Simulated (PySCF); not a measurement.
PySCF input file for C3H8Si, SMILES C=CC[SiH3], PBE-D3(BJ)/def2-SVP. Coordinates come from a PBE-D3(BJ)/def2-SVP optimisation. Other conformers were not sampled.

```python
import numpy as np
from pyscf import gto, scf, dft, df
from pyscf.hessian import thermo

mol = gto.M(
    atom='''
    Si    1.47427408    0.50637935   -0.09625590
    C     0.12205236   -0.83326734    0.04837399
    C    -1.18727461   -0.25721013    0.49742459
    C    -2.26692331   -0.05748625   -0.28130443
    H     2.80100623   -0.12273780   -0.43430725
    H     1.11016023    1.49271102   -1.17155498
    H     1.61101980    1.24296296    1.20974450
    H     0.49472050   -1.59471923    0.76815847
    H     0.02783806   -1.33063044   -0.94034555
    H    -1.23570107    0.05685410    1.55692901
    H    -2.27161636   -0.34730864   -1.34569603
    H    -3.18439115    0.40133932    0.11768961
    ''',
    basis='def2-SVP',
    charge=0,
    spin=0,
    max_memory=1600,
    verbose=3,
)
mf = dft.RKS(mol, xc='pbe').density_fit(auxbasis='def2-universal-jkfit')
mf.disp = 'd3bj'
mf.grids.level = 3
mf.conv_tol = 1e-11
mf.max_cycle = 100
mf.kernel()

# [left out here: the lines that compute and print the analytic Hessian (its translational invariance restored by hand, since the grid's response is missing), thermochemistry and intensities]
```

Log of the run:

```
converged SCF energy = -408.098474389047

WARN: DFTD3 does not support analytical Hessian, using finite difference


WARN: Mole.unit (angstrom) is changed to Bohr

Mode                                 0                   1                   2
Irrep
Freq [cm^-1]                       82.4618            146.0693            214.4771
Reduced mass [au]                   2.6029              1.1216              1.9230
Force const [Dyne/A]                0.0104              0.0141              0.0521
Char temp [K]                     118.6441            210.1612            308.5848
Normal mode                   x     y     z       x     y     z       x     y     z
       0  Si                 0.07 -0.01  0.02   -0.01 -0.00 -0.01    0.07  0.01 -0.02
       1   C                -0.03  0.08 -0.05    0.00  0.00  0.07   -0.02  0.09  0.04
       2   C                -0.02  0.08 -0.04   -0.01  0.01  0.01   -0.10 -0.09  0.05
       3   C                -0.10 -0.12  0.03    0.03 -0.01 -0.05   -0.04 -0.00 -0.02
       4   H                 0.01 -0.11 -0.04   -0.13  0.03 -0.54   -0.02 -0.19 -0.00
       5   H                 0.15  0.11  0.10   -0.30  0.25  0.32    0.17 -0.04 -0.11
       6   H                 0.15 -0.13  0.08    0.40 -0.30  0.12    0.19  0.10 -0.09
       7   H                -0.06  0.04 -0.07    0.01  0.04  0.10    0.01  0.07  0.01
       8   H                -0.04  0.10 -0.06    0.02 -0.04  0.09    0.02  0.10  0.03
       9   H                 0.05  0.23 -0.08   -0.07  0.03  0.00   -0.24 -0.35  0.12
      10   H                -0.18 -0.28  0.08    0.09 -0.03 -0.05    0.11  0.26 -0.09
      11   H                -0.10 -0.12  0.04    0.01  0.01 -0.12   -0.13 -0.19 -0.01
Mode                                 3                   4                   5
Irrep
Freq [cm^-1]                      395.5209            501.6822            568.2255
Reduced mass [au]                   1.8461              1.0960              1.2139
Force const [Dyne/A]                0.1702              0.1625              0.2309
Char temp [K]                     569.0665            721.8090            817.5500
Normal mode                   x     y     z       x     y     z       x     y     z
       0  Si                 0.03  0.02  0.00   -0.02 -0.00 -0.03   -0.05  0.02  0.02
       1   C                 0.05 -0.05  0.04   -0.01  0.02 -0.03    0.03  0.02 -0.00
       2   C                -0.01 -0.05 -0.12    0.00 -0.00  0.03    0.02 -0.06 -0.02
       3   C                -0.11  0.05  0.03    0.03 -0.00  0.00    0.02  0.01  0.00
       4   H                 0.04  0.07 -0.03   -0.01 -0.11  0.20   -0.33 -0.55 -0.01
       5   H                -0.03  0.03  0.03    0.42  0.34  0.14    0.26  0.00 -0.10
       6   H                 0.02 -0.01  0.02   -0.25 -0.37  0.21    0.33  0.09 -0.07
       7   H                 0.03  0.15  0.27    0.18  0.30  0.17    0.15  0.05 -0.04
       8   H                 0.22 -0.30  0.15   -0.07 -0.31  0.15    0.16  0.09 -0.05
       9   H                 0.01 -0.05 -0.11    0.01 -0.03  0.04    0.09  0.10 -0.07
      10   H                -0.35  0.14  0.00    0.10  0.02 -0.00   -0.11 -0.14  0.04
      11   H                 0.01  0.08  0.26   -0.01 -0.05 -0.04    0.14  0.25  0.01
Mode                                 6                   7                   8
Irrep
Freq [cm^-1]                      578.8698            748.8288            813.1813
Reduced mass [au]                   2.1111              1.9708              1.4876
Force const [Dyne/A]                0.4168              0.6511              0.5796
Char temp [K]                     832.8647           1077.3979           1169.9869
Normal mode                   x     y     z       x     y     z       x     y     z
       0  Si                -0.06 -0.05  0.02   -0.01 -0.06 -0.01   -0.01  0.01 -0.04
       1   C                 0.07  0.09 -0.01    0.08  0.14  0.03    0.05 -0.05  0.13
       2   C                 0.08  0.09 -0.06   -0.04 -0.07  0.01    0.02  0.03 -0.03
       3   C                 0.01 -0.02  0.01   -0.01  0.01 -0.01   -0.01 -0.01 -0.02
       4   H                -0.09 -0.10 -0.03    0.11  0.19  0.04    0.01 -0.05  0.15
       5   H                -0.10 -0.11 -0.02   -0.18 -0.02  0.07    0.26  0.21  0.07
       6   H                 0.01  0.01 -0.03   -0.27 -0.12  0.06   -0.07 -0.20  0.09
       7   H                -0.02  0.14  0.08    0.20  0.09 -0.09   -0.09 -0.40 -0.18
       8   H                 0.14  0.03  0.02    0.15  0.24 -0.03   -0.05  0.36 -0.07
       9   H                -0.01 -0.19  0.02   -0.04  0.11 -0.04   -0.16  0.00 -0.03
      10   H                 0.05  0.27 -0.06   -0.14 -0.10  0.02   -0.18  0.09 -0.05
      11   H                -0.11 -0.43  0.19    0.13  0.30 -0.03    0.03 -0.10  0.17
Mode                                 9                  10                  11
Irrep
Freq [cm^-1]                      881.4706            885.3975            911.2152
[...]
Freq [cm^-1]                     1269.7273           1358.4900           1389.0223
Reduced mass [au]                   1.2126              1.1067              1.1914
Force const [Dyne/A]                1.1518              1.2033              1.3543
Char temp [K]                    1826.8549           1954.5647           1998.4938
Normal mode                   x     y     z       x     y     z       x     y     z
       0  Si                -0.00  0.00  0.00   -0.00 -0.00 -0.00    0.00  0.00 -0.00
       1   C                 0.01  0.01  0.02    0.02 -0.05 -0.02   -0.06  0.05  0.01
       2   C                -0.01  0.02  0.07    0.05 -0.03  0.03    0.07 -0.02  0.00
       3   C                -0.03 -0.01 -0.09    0.01  0.00  0.02    0.03 -0.00  0.04
       4   H                -0.01 -0.01 -0.01   -0.00 -0.01  0.00    0.01  0.02  0.00
       5   H                 0.00 -0.00 -0.00    0.00  0.01  0.01    0.00 -0.00 -0.00
       6   H                 0.00  0.00  0.00   -0.00  0.01 -0.01    0.00 -0.01  0.00
       7   H                -0.01 -0.04 -0.02   -0.11  0.33  0.42    0.02 -0.24 -0.32
       8   H                -0.09 -0.02  0.05   -0.17  0.41 -0.22    0.25 -0.32  0.17
       9   H                 0.74 -0.22  0.18   -0.15  0.08 -0.01   -0.19  0.04 -0.03
      10   H                -0.37  0.10 -0.13   -0.35  0.13 -0.03   -0.40  0.14 -0.01
      11   H                -0.03 -0.01 -0.07   -0.19 -0.03 -0.38   -0.22 -0.04 -0.45
Mode                                21                  22                  23
Irrep
Freq [cm^-1]                     1663.9710           2153.6330           2164.6946
Reduced mass [au]                   5.1738              1.0254              1.0473
Force const [Dyne/A]                8.4402              2.8022              2.8914
Char temp [K]                    2394.0838           3098.5983           3114.5136
Normal mode                   x     y     z       x     y     z       x     y     z
       0  Si                -0.00 -0.00 -0.00   -0.02 -0.00  0.00   -0.01  0.02  0.03
       1   C                -0.03  0.01 -0.01    0.00  0.00  0.00   -0.00  0.00  0.00
       2   C                 0.18 -0.04  0.09    0.00 -0.00 -0.00   -0.00 -0.00 -0.00
       3   C                -0.14  0.03 -0.10   -0.00  0.00  0.00    0.00 -0.00  0.00
       4   H                 0.00  0.00  0.00    0.75 -0.36 -0.19    0.40 -0.18 -0.09
       5   H                 0.01  0.00  0.00   -0.08  0.18 -0.20    0.03 -0.10  0.13
       6   H                 0.00 -0.00 -0.01    0.03  0.20  0.36   -0.08 -0.41 -0.74
       7   H                -0.07  0.00  0.01   -0.00  0.00 -0.00    0.00  0.00 -0.00
       8   H                 0.07 -0.02  0.01   -0.00 -0.00  0.00    0.00  0.01  0.00
       9   H                -0.16  0.07  0.06   -0.00 -0.00 -0.00    0.00  0.00  0.00
      10   H                 0.16 -0.09 -0.09    0.00 -0.00  0.00   -0.00  0.00  0.00
      11   H                -0.04  0.06  0.17   -0.00  0.00 -0.00    0.00 -0.00 -0.00
Mode                                24                  25                  26
Irrep
Freq [cm^-1]                     2174.2357           2970.9444           3033.7591
Reduced mass [au]                   1.0484              1.0601              1.1023
Force const [Dyne/A]                2.9200              5.5128              5.9775
Char temp [K]                    3128.2411           4274.5275           4364.9039
Normal mode                   x     y     z       x     y     z       x     y     z
       0  Si                 0.01 -0.02  0.03   -0.00  0.00 -0.00    0.00 -0.00  0.00
       1   C                 0.00 -0.00  0.00   -0.02  0.06  0.00    0.02 -0.00  0.08
       2   C                 0.00  0.00 -0.00    0.00  0.00 -0.00    0.00 -0.01 -0.02
       3   C                -0.00  0.00 -0.00    0.00  0.00 -0.00   -0.00  0.00  0.00
       4   H                -0.14  0.06  0.05    0.00 -0.00 -0.00    0.00  0.00 -0.00
       5   H                -0.22  0.61 -0.66    0.00 -0.00  0.00   -0.00  0.00 -0.00
       6   H                -0.02 -0.14 -0.22    0.00 -0.00 -0.00   -0.00 -0.00 -0.00
       7   H                -0.00 -0.01  0.00    0.26 -0.51  0.51   -0.18  0.39 -0.36
       8   H                 0.00  0.00  0.00   -0.06 -0.25 -0.53   -0.07 -0.33 -0.65
       9   H                 0.00 -0.00  0.00   -0.00 -0.00  0.00   -0.01  0.06  0.21
      10   H                -0.00 -0.00  0.00   -0.00  0.00  0.01   -0.00  0.00  0.01
      11   H                -0.00 -0.00 -0.00    0.00 -0.00 -0.00    0.02 -0.01 -0.01
Mode                                27                  28                  29
Irrep
Freq [cm^-1]                     3063.7952           3071.8217           3169.4986
Reduced mass [au]                   1.0718              1.0809              1.1162
Force const [Dyne/A]                5.9274              6.0092              6.6067
Char temp [K]                    4408.1192           4419.6675           4560.2028
Normal mode                   x     y     z       x     y     z       x     y     z
       0  Si                 0.00  0.00  0.00   -0.00 -0.00 -0.00    0.00  0.00  0.00
       1   C                 0.00 -0.00  0.02   -0.00  0.00 -0.01    0.00 -0.00  0.00
       2   C                -0.00  0.02  0.06   -0.01 -0.01 -0.05    0.00  0.00  0.01
       3   C                 0.03 -0.00  0.02    0.04 -0.00  0.04   -0.05  0.04  0.07
       4   H                -0.00 -0.00 -0.00    0.00  0.00  0.00   -0.00 -0.00 -0.00
       5   H                -0.00  0.00 -0.00   -0.00  0.00  0.00   -0.00 -0.00 -0.00
       6   H                -0.00 -0.00 -0.00    0.00  0.00  0.00   -0.00 -0.00 -0.00
       7   H                -0.04  0.07 -0.07    0.03 -0.05  0.05   -0.00  0.00 -0.00
       8   H                -0.01 -0.07 -0.13    0.01  0.04  0.08    0.00 -0.00 -0.00
       9   H                 0.04 -0.21 -0.71   -0.02  0.16  0.54    0.00 -0.02 -0.08
      10   H                 0.00 -0.12 -0.42    0.00 -0.17 -0.62   -0.01 -0.14 -0.54
      11   H                -0.34  0.17  0.16   -0.34  0.17  0.16    0.63 -0.31 -0.27
temperature 298.1500 [K]
pressure 101325.00 [Pa]
Rotational constants [GHz] 15.35051 2.71563 2.59995
Symmetry number 1
Zero-point energy (ZPE) 0.09194 [Eh]   241400.027 [J/mol]
                           tot       elec      trans        rot        vib
Entropy [J/mol/K]       321.907      0.000    162.115    106.683     53.110
Cv [J/mol/K]             92.390      0.000     12.472     12.472     67.447
Cp [J/mol/K]            100.704      0.000     20.786     12.472     67.447
Internal energy [J/mol]                      3718.434   3718.434 250396.949
Internal energy [Eh]   -408.00027  -408.09847
Enthalpy [J/mol]                             6197.391   3718.434 250396.949
Enthalpy [Eh]          -407.99933
Gibbs free energy [J/mol]                  -42137.066 -28089.040 234562.275
Gibbs free energy [Eh] -408.03588
mode   freq/cm-1   IR/(km/mol)
   1       82.46         0.075
   2      146.07         0.067
   3      214.48         0.177
   4      395.52         3.241
   5      501.68         7.181
   6      568.23        16.765
   7      578.87        20.755
   8      748.83        12.820
   9      813.18        39.151
  10      881.47        11.112
  11      885.40       243.169
  12      911.22        30.993
  13      912.31        40.268
  14      923.61         3.100
  15      987.38         9.912
  16     1026.71        10.158
  17     1128.73        16.680
  18     1169.21        10.804
  19     1269.73         1.379
  20     1358.49         5.132
  21     1389.02         5.771
  22     1663.97        21.469
  23     2153.63       101.835
  24     2164.69       102.485
  25     2174.24        93.873
  26     2970.94         7.406
  27     3033.76         1.612
  28     3063.80        14.468
  29     3071.82         2.599
  30     3169.50         8.944
max |gradient| / (hartree/bohr): 3.871627555551135e-05
APT charges: [ 0.9876 -0.2945  0.1027 -0.1423 -0.2607 -0.2322 -0.2375  0.0062 -0.0023
  0.0105  0.025   0.0374]
```

The calculation finished and met its thresholds.
